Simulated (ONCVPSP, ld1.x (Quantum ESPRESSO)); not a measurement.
**Hardness and transferability of assorted potentials**

Generated with ld1.x 7.5 (TM, RRKJ, ultrasoft, PAW), atompaw 4.2 or ONCVPSP 4.0.1. The cutoff is in Ry: for ld1.x and atompaw files where the sum of valence levels is converged to 10 mRy in a Bessel basis, for ONCV files where the hardest occupied wave has 1 mHa per electron of residual kinetic energy. The error is the largest all-electron minus pseudo excitation energy over each file’s own four to seven test configurations (ionisations up to +4, promotions, holes and added fractions of an electron), all of which were solved. The labels leave out finer settings (local radius, basis sizes, second energies), which also bear on the numbers. Spin-polarised tests are not counted. The rows are a selection from randomly drawn settings: files with unsolved tests, undetermined cutoffs or missed reference levels are left out.

A true bound ghost makes a file unfit for plane-wave use even where its test errors are small: the radial tests pick states by their node count and pass the ghost by.

| element | potential | cutoff (Ry) | largest error (meV) | bound ghosts |
| --- | --- | --- | --- | --- |
| Be | RRKJ, PW91, scalar-relativistic, rc 1.60/2.60/2.75 (spd), local s, core correction no, reference 2s1 2p0 | 10 | +52 | none |
| B | ONCV, PBEsol, non-relativistic, rc 1.30/2.80 (sp), local smoothed, core correction yes, reference 2s2 2p0.5, qcut 5.9/4.3, projectors 2/2 | 25 | +120 | none |
| F | ONCV, PW91, scalar-relativistic, rc 0.75/1.10 (sp), local smoothed, core correction no, reference 2s2 2p4, qcut 11/14.4, projectors 1/2 | 122 | +175 | none |
| P | ONCV, LDA (Perdew-Zunger), scalar-relativistic, rc 1.25/1.80 (sp), local smoothed, core correction yes, reference 3s2 3p1, qcut 6.7/4.8, projectors 3/1 | 45 | +151 | s |
| Co | ONCV, PBE, scalar-relativistic, rc 1.25/0.85/0.80/0.95 (spdf), local smoothed, core correction yes, reference 3s2 3p6 3d7 4s1, qcut 7.5/9.8/11.6/12.6, projectors 2/3/2/2 | 658 | -2.4 | none |
| Rb | ONCV, PBE, scalar-relativistic, rc 2.35/1.75/2.20 (spd), local smoothed, core correction no, reference 4s2 4p6 5s1, qcut 5.9/3.9/4.3, projectors 2/1/2 | 45 | -60 | none |
| Ru | ONCV, PBE, scalar-relativistic, rc 1.60/1.80/2.05 (spd), local smoothed, core correction yes, reference 4s2 4p6 4d7 5p1, qcut 9.6/6.3/6.4, projectors 3/3/2 | 55 | +2.5 | none |
| Pt | ONCV, PBEsol, scalar-relativistic, rc 1.65/1.10/1.45 (spd), local smoothed, core correction yes, reference 5s2 5p6 5d9 6s0.5, qcut 9.3/6/7, projectors 2/1/2 | 312 | -43 | none |
| Pt | ONCV, PBE, scalar-relativistic, rc 1.35/1.50/1.15/1.15 (spdf), local d, core correction yes, reference 5s2 5p6 5d9 6s0.75, qcut 7.5/10/7.7/9.9, projectors 2/2/0/1 | 65 | -3.7 | f |

Task: Fill in the row for Zn: ONCV, PBE, fully relativistic, rc 1.60/0.75/1.30/1.60 (spdf), local smoothed, core correction yes, reference 3p6 3d10 4s2, qcut 3.8/9.3/14.1/7.5, projectors 3/3/2/2.

Result: cutoff 220 Ry, largest error +91 meV, bound ghosts: s, p3/2, f7/2, p1/2, f5/2.
